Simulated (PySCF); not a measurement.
How methods differ on the excitation energy of P

P [Ne] 3s2 3p3 (4S) → P [Ne] 3s2 3p2 4s1 (4P), as a difference of total energies. Calculation: PySCF 2.14, in aug-cc-pCVTZ-DK with one added diffuse shell each of s, p, d, f type (9s8p6d4f, 91 functions); scalar relativity by spin-free X2C-1e. Correlated levels: valence: [Ne] frozen; valence and next inner shell: 1s2 frozen; nothing frozen. The calculations carry no spin-orbit coupling.

| method | excitation energy (eV) | error (eV) |
| --- | --- | --- |
| UHF | 6.607 | -0.360 |
| LDA | 6.831 | -0.136 |
| PBE | 6.809 | -0.158 |
| PBE0 | 6.912 | -0.055 |
| r2SCAN | 7.138 | +0.171 |
| LC-wPBE | 7.144 | +0.177 |
| TPSS | 6.979 | +0.012 |
| PW91 | 6.829 | -0.138 |
| M06-L | 7.458 | +0.491 |
| MP2 (valence) | 6.984 | +0.017 |
| SCS-MP2 (valence) | 6.872 | -0.095 |
| MP2 (valence and next inner shell) | 6.983 | +0.016 |
| SCS-MP2 (valence and next inner shell) | 6.874 | -0.093 |
| MP2 (all electrons) | 6.986 | +0.019 |
| SCS-MP2 (all electrons) | 6.876 | -0.091 |

Reference: 6.967 eV (measured; NIST levels, between the centres of gravity of the two terms).

Errors of the correlated levels include the incompleteness of this basis and the frozen core.
